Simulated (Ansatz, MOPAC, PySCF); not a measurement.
Molecule: difluoro(dihydroxy)silane, H$_{2}$SiO$_{2}$F$_{2}$, charge 0, multiplicity 1. SMILES: O[Si](O)(F)F
Geometry: optimised at B3LYP-D3(BJ)/def2-TZVP (Ansatz, a program for electronic structure).

Property: enthalpy of formation at 298 K, in kcal/mol. Set-up: UHF or UKS for open shells; 6-311+G** with 5d, 6d on Na to Ar in Ansatz; spin-orbit terms left out; no dispersion term unless named; 6-31G* and kin with 6d, 5d where marked; LANL2DZ with its own core potentials from Na on; valence correlation only; non-relativistic. Basis-set limits of correlation are two-point, X^-3; Hartree-Fock from the larger set (for Q and 5 zeta extrapolated as (X+1)exp(-9√X)). Ab initio and DFT rows: single points at B3LYP-D3(BJ) geometries (Ansatz), with unscaled harmonic terms from B3LYP/6-31G* (Ansatz) at its own minima, enthalpies of formation by atomisation with measured atoms. Semi-empirical rows: MOPAC heats of formation at their own minima for 298 K.

Coupled cluster (Ansatz) is a level with limits of its own, used here on species with T1 under 0.025 (0.045 for open shells) and stable references: CCSD(T)/CBS(cc-pV(Q+d)Z,cc-pV(5+d)Z).

Value to compare with, CCSD(T)/CBS(cc-pV(Q+d)Z,cc-pV(5+d)Z) (Ansatz): -358.8 kcal/mol.

```csv
level,program,enthalpy of formation at 298 K (kcal/mol),difference
MNDO,MOPAC,-340.3,18.5
HF/STO-3G,Ansatz,-8.5,350.3
HF/LANL2DZ,Ansatz,-2.4,356.4
HF/6-31G*,Ansatz,-115.7,243.1
PBE/3-21G,Ansatz,-281.5,77.3
PBE/LANL2DZ,Ansatz,-238.5,120.3
PBE/def2-SVP,Ansatz,-339.2,19.6
BP86/def2-SVP,PySCF,-340.8,18.0
B3LYP/STO-3G,Ansatz,-244.2,114.6
B3LYP/LANL2DZ,Ansatz,-217.8,141.0
B3LYP/6-31G*,Ansatz,-315.6,43.2
B3LYP/6-31G**,Ansatz,-323.5,35.3
MP2/3-21G,Ansatz,-196.8,162.0
MP2/6-311+G**,Ansatz,-313.9,44.9
PBE/def2-TZVPD,Ansatz,-352.3,6.5
B3LYP-D3(BJ)/def2-TZVPD,Ansatz + dftd3,-339.3,19.5
wB97X-V/def2-TZVPD,Ansatz,-347.1,11.7
```

Among the 14 habitual levels, HF/LANL2DZ lies farthest from CCSD(T)/CBS(cc-pV(Q+d)Z,cc-pV(5+d)Z) (Ansatz) (356.4 kcal/mol); 14 of 14 lie above it, and their mean absolute difference is 124.6 kcal/mol, the median 95.9. One case shows no general order.

The levels are drawn from those run, B3LYP/6-31G* more often than the rest, none by its result; left out are runs that failed, that the program found above a lower state of the same kind, or whose <S^2> lies over 0.5 above the pure value.
